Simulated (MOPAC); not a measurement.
MOPAC input (PM7):

```
PM7 FORCE THERMO(298,298) PRECISE LET CHARGE=-1 GEO-OK AUX(PRECISION=9) THREADS=1
C2H8GeN

C    -1.91143201 1   -0.18383229 1    0.22550317 1
N    -0.72361501 1    0.62546066 1   -0.04748767 1
C    -0.57816014 1    1.72757723 1    0.90361391 1
Ge    0.79488957 1   -0.38796308 1   -0.17620458 1
H    -2.81548681 1    0.43940679 1    0.13112075 1
H    -1.92010857 1   -0.66145920 1    1.21756997 1
H    -1.96642741 1   -0.98196429 1   -0.53729340 1
H    -0.47319882 1    1.41334368 1    1.95367202 1
H    -1.44669726 1    2.40166836 1    0.82695517 1
H     0.32491367 1    2.30247141 1    0.62820036 1
H     1.37477153 1   -1.17622944 1    0.90739891 1
H     1.44765446 1   -0.37721254 1   -1.49070438 1
```

From the output:

```
     H   12   0.007723   0.004706   0.004680   0.007716   0.374677   2.801260

          HEAT OF FORMATION =     -31.303640 KCALS/MOLE

          ZERO POINT ENERGY      55.965 KCAL/MOL

           NORMAL COORDINATE ANALYSIS (Total motion = 1 Angstrom)

   Root No.       1         2         3         4         5         6         7         8

                 1 A"      2 A"      1 A'      3 A"      2 A'      3 A'      4 A'      4 A"

                 148.0     172.2     175.4     255.6     272.2     360.4     471.1     494.8

           1   -0.0036   -0.0017   -0.0039    0.0477   -0.0131   -0.0024   -0.0157    0.0155
           2    0.0118    0.0003    0.0108   -0.0319    0.0231   -0.0547   -0.0097   -0.0034
           3    0.0173   -0.0143   -0.0022    0.0424   -0.0419    0.0101   -0.0030    0.0052
           4   -0.0041   -0.0020   -0.0046    0.0480   -0.0167   -0.0089   -0.0197    0.0137
           5   -0.0028   -0.0013    0.0068    0.0323    0.0248    0.0132    0.0293    0.0092
           6   -0.0000    0.0000    0.0153   -0.0000    0.0525    0.0527    0.0466   -0.0000
           7    0.0096   -0.0003   -0.0085   -0.0116   -0.0164    0.0516    0.0149    0.0027
           8   -0.0078   -0.0017    0.0077    0.0561    0.0208   -0.0183    0.0109    0.0157
           9   -0.0173    0.0143   -0.0022   -0.0424   -0.0419    0.0101   -0.0030   -0.0052
          10   -0.0012    0.0007    0.0033   -0.0137    0.0084   -0.0103    0.0050   -0.0153
          11   -0.0008    0.0004   -0.0049   -0.0093   -0.0125    0.0152   -0.0074   -0.0103
          12    0.0000   -0.0000   -0.0013    0.0000    0.0104   -0.0122   -0.0098    0.0000
          13   -0.0098    0.0184    0.0177   -0.0065    0.0418   -0.0039    0.0046    0.0004
          14    0.0071   -0.1368   -0.1135   -0.0811    0.0680   -0.0863   -0.0270   -0.0118
          15    0.0171   -0.0979   -0.0794    0.0388   -0.0410   -0.0058   -0.0216    0.0076
          16    0.0112   -0.0101   -0.0120    0.0538   -0.0715   -0.0588   -0.0682    0.0159
          17    0.0262    0.1385    0.1392   -0.0241   -0.0238   -0.0774   -0.0230   -0.0081
          18    0.0172   -0.0971   -0.0789    0.0415   -0.0464   -0.0072   -0.0234    0.0085
          19   -0.0141   -0.0133   -0.0172    0.0917   -0.0050    0.0593    0.0200    0.0293
          20    0.0145    0.0019    0.0132   -0.0485    0.0217   -0.0782   -0.0227   -0.0097
          21    0.0299    0.1399    0.1394    0.0875   -0.1184    0.0068   -0.0143    0.0124
          22    0.0285    0.1245   -0.1245   -0.0020    0.0489    0.0938    0.0469   -0.0016
          23    0.0005   -0.0615    0.0635    0.0589    0.0574    0.0254    0.0546    0.0178
          24   -0.0172    0.0971   -0.0789   -0.0415   -0.0464   -0.0072   -0.0234   -0.0085
          25    0.0029   -0.1198    0.0985   -0.0776   -0.0787    0.0815    0.0233   -0.0108
          26   -0.0118    0.0685   -0.0591    0.0245   -0.0131   -0.0288   -0.0144    0.0048
          27   -0.0171    0.0979   -0.0794   -0.0388   -0.0410   -0.0058   -0.0216   -0.0076
          28    0.0081   -0.0032   -0.0057   -0.0105   -0.0182    0.0502    0.0135    0.0021
          29   -0.0185   -0.0131    0.0209    0.1032    0.0128   -0.0844   -0.0270    0.0308
          30   -0.0299   -0.1399    0.1394   -0.0875   -0.1184    0.0068   -0.0143   -0.0124
          31   -0.2978    0.0056    0.0215   -0.0776    0.0689    0.0744   -0.1616    0.3538
          32   -0.2006    0.0038   -0.0320   -0.0523   -0.1023   -0.1104    0.2399    0.2383
          33    0.0000   -0.0000    0.0054    0.0000    0.0306    0.0221   -0.0502   -0.0000
          34    0.3413    0.0023   -0.0018   -0.0777   -0.0092   -0.0199    0.0469    0.3077
          35    0.2299    0.0015    0.0026   -0.0523    0.0137    0.0295   -0.0697    0.2072
          36   -0.0000   -0.0000   -0.0317    0.0000   -0.0963   -0.1060    0.2976   -0.0000

   Root No.       9        10        11        12        13        14        15        16

                 5 A'      6 A'      7 A'      5 A"      6 A"      8 A'      9 A'      7 A"

                 537.7     748.1    1063.7    1078.5    1101.1    1149.8    1267.5    1294.6

           1    0.0446   -0.0208    0.0792   -0.0202    0.0136    0.0035    0.0344   -0.0471
           2    0.0204   -0.0009    0.0401    0.0377   -0.0060   -0.0054   -0.0427   -0.0167
           3    0.0079   -0.0051    0.0006    0.0067    0.0401   -0.0389    0.0064    0.0208
           4    0.0380   -0.0072   -0.0303    0.0094   -0.0136   -0.0042   -0.0394    0.0536
           5   -0.0565    0.0106    0.0450    0.0063   -0.0092    0.0062    0.0585    0.0361
           6    0.0704   -0.0281   -0.0091    0.0000    0.0000    0.0392   -0.0135   -0.0000
           7   -0.0356    0.0087   -0.0670    0.0274   -0.0005    0.0037    0.0266   -0.0332
           8   -0.0336    0.0189   -0.0583   -0.0329    0.0149   -0.0053   -0.0479   -0.0374
           9    0.0079   -0.0051    0.0006   -0.0067   -0.0401   -0.0389    0.0065   -0.0208
          10   -0.0086   -0.0004    0.0003    0.0001   -0.0004    0.0001    0.0004   -0.0001
          11    0.0128    0.0006   -0.0004    0.0001   -0.0003   -0.0001   -0.0007   -0.0001
          12   -0.0173    0.0003    0.0007   -0.0000    0.0000   -0.0004    0.0015   -0.0000
          13    0.1272   -0.0536   -0.0403   -0.0716    0.1984   -0.1539    0.0703   -0.0251
          14    0.0693   -0.0130   -0.0509   -0.0769    0.0112    0.0184    0.1099   -0.0074
          15   -0.0027    0.0049   -0.0031   -0.0235   -0.0517    0.0597    0.0450    0.0098
          16    0.0443   -0.0059   -0.0130   -0.1380   -0.1530    0.1725    0.0496    0.0508
          17    0.0502   -0.0083   -0.0437   -0.0715    0.0063    0.0080    0.1243    0.1800
          18   -0.0062    0.0052    0.0042   -0.0114   -0.0685    0.0682   -0.0585   -0.0587
          19   -0.0406    0.0000    0.2427    0.1791   -0.0200   -0.0181   -0.0990    0.0259
          20    0.0527   -0.0082   -0.0392   -0.0466    0.0066    0.0021    0.0199   -0.0158
          21   -0.0270    0.0088    0.0140   -0.0061   -0.0693    0.0785   -0.0292   -0.1832
          22   -0.0632    0.0099    0.0454   -0.1181   -0.0517   -0.0723   -0.1338    0.1859
          23   -0.0222    0.0023   -0.0044   -0.1010   -0.1442   -0.1569    0.0008   -0.0206
          24   -0.0062    0.0052    0.0042    0.0114    0.0685    0.0682   -0.0585    0.0587
          25   -0.1121    0.0322    0.0623   -0.0982    0.0850    0.0409   -0.1283   -0.0163
          26   -0.0918    0.0448    0.0182   -0.0375    0.1796    0.1495   -0.0238   -0.0204
          27   -0.0027    0.0049   -0.0031    0.0235    0.0517    0.0597    0.0450   -0.0098
          28   -0.0336    0.0076   -0.0549    0.0242   -0.0014    0.0049    0.0188   -0.0049
          29    0.0575   -0.0031   -0.2396    0.1834   -0.0210    0.0175    0.0992    0.0299
          30   -0.0270    0.0088    0.0140    0.0061    0.0693    0.0785   -0.0292    0.1832
          31    0.0389    0.2103    0.0136   -0.0022    0.0034   -0.0074    0.0116    0.0041
          32   -0.0577   -0.3123   -0.0202   -0.0015    0.0023    0.0110   -0.0172    0.0028
          33    0.0240    0.0967    0.0023   -0.0000    0.0000    0.0025   -0.0035   -0.0000
          34    0.0272    0.0728    0.0010   -0.0016    0.0020   -0.0003   -0.0011    0.0023
          35   -0.0404   -0.1080   -0.0015   -0.0011    0.0013    0.0005    0.0017    0.0016
          36    0.1292    0.3560    0.0279   -0.0000    0.0000   -0.0024    0.0166   -0.0000

   Root No.      17        18        19        20        21        22        23        24

                 8 A"     10 A'      9 A"     11 A'     12 A'     10 A"     13 A'     14 A'

                1299.0    1303.4    1313.8    1318.9    1414.7    1416.1    2084.1    2296.7

           1   -0.0188    0.0025   -0.0378    0.0134   -0.0274   -0.0151    0.0003    0.0006
           2   -0.0148   -0.0024    0.0064    0.0065   -0.0023    0.0018   -0.0003   -0.0004
           3   -0.0108   -0.0164   -0.0022   -0.0023   -0.0015   -0.0025    0.0004    0.0002
           4    0.0232    0.0010    0.0473   -0.0146   -0.0057   -0.0251    0.0010   -0.0036
           5    0.0156   -0.0015    0.0318    0.0217    0.0084   -0.0169   -0.0015    0.0054
           6   -0.0000   -0.0051   -0.0000   -0.0041   -0.0025    0.0000   -0.0031   -0.0059
           7   -0.0208    0.0013   -0.0083   -0.0111    0.0124   -0.0040    0.0002    0.0001
           8   -0.0118   -0.0032   -0.0375   -0.0099    0.0246   -0.0147   -0.0004   -0.0007
           9    0.0108   -0.0164    0.0022   -0.0023   -0.0015    0.0025    0.0004    0.0002
          10   -0.0001   -0.0000   -0.0001    0.0002    0.0000   -0.0000    0.0040   -0.0018
          11   -0.0001    0.0001   -0.0001   -0.0002   -0.0001   -0.0000   -0.0060    0.0026
          12    0.0000   -0.0000    0.0000    0.0005    0.0002   -0.0000   -0.0077   -0.0034
          13    0.0345    0.0598    0.1107    0.0794    0.1565    0.1363    0.0023    0.0018
          14    0.1784    0.1309   -0.0529   -0.0955    0.0399    0.0304    0.0007    0.0017
          15    0.0787    0.0409   -0.0809   -0.0850   -0.0523   -0.0482    0.0009   -0.0033
          16   -0.0833   -0.0952    0.0165    0.0454    0.1366    0.1372    0.0011    0.0005
          17    0.0238   -0.0862   -0.1299   -0.1336    0.0259    0.0246   -0.0012   -0.0003
          18   -0.0581   -0.0085    0.0918    0.0958    0.0640    0.0624   -0.0009    0.0005
          19    0.0449    0.0016   -0.1022   -0.1317    0.1292    0.1546   -0.0023    0.0002
          20   -0.0270   -0.0056    0.0353    0.0507   -0.0546   -0.0624   -0.0010    0.0013
          21    0.1475    0.2006    0.0586    0.0241    0.0165    0.0136    0.0006    0.0005
          22   -0.0092    0.1157   -0.1141    0.1067   -0.0753    0.0744    0.0006    0.0002
          23   -0.0861    0.0557    0.0641   -0.0923   -0.1168    0.1179   -0.0015   -0.0006
          24    0.0581   -0.0085   -0.0918    0.0958    0.0640   -0.0624   -0.0009    0.0005
          25    0.1783   -0.1438   -0.0074    0.0587   -0.0958    0.0795   -0.0015   -0.0022
          26   -0.0351   -0.0062    0.1225   -0.1095   -0.1300    0.1149   -0.0019   -0.0010
          27   -0.0787    0.0409    0.0809   -0.0850   -0.0523    0.0482    0.0009   -0.0033
          28   -0.0082    0.0046   -0.0057    0.0025    0.0020    0.0003    0.0017   -0.0012
          29    0.0518   -0.0036   -0.1080    0.1411   -0.1402    0.1667    0.0017    0.0003
          30   -0.1475    0.2006   -0.0586    0.0241    0.0165   -0.0136    0.0006    0.0005
          31    0.0005    0.0010    0.0013    0.0043    0.0016   -0.0013   -0.0375   -0.0723
          32    0.0003   -0.0014    0.0009   -0.0064   -0.0024   -0.0009    0.0558    0.1074
          33    0.0000   -0.0014    0.0000   -0.0021   -0.0012   -0.0000    0.4571    0.4927
          34    0.0009    0.0003    0.0038   -0.0005   -0.0005   -0.0014   -0.2751    0.2420
          35    0.0006   -0.0004    0.0026    0.0008    0.0007   -0.0010    0.4085   -0.3594
          36    0.0000    0.0007    0.0000    0.0062    0.0029   -0.0000    0.1275   -0.1637

   Root No.      25        26        27        28        29        30

                11 A"     15 A'     12 A"     16 A'     17 A'     13 A"

                2645.5    2645.9    2658.2    2660.8    2748.8    2751.5

           1    0.0022    0.0019    0.0014   -0.0006    0.0107   -0.0103
           2   -0.0098   -0.0090   -0.0229    0.0231    0.0029   -0.0028
           3   -0.0227   -0.0229    0.0103   -0.0093    0.0015   -0.0013
           4   -0.0004    0.0006   -0.0010   -0.0017    0.0021   -0.0052
           5   -0.0003   -0.0008   -0.0006    0.0025   -0.0031   -0.0035
           6    0.0000   -0.0026    0.0000   -0.0011    0.0002   -0.0000
           7   -0.0083    0.0076   -0.0207   -0.0212   -0.0067   -0.0064
```

The dipole moment of an ion depends on the origin.
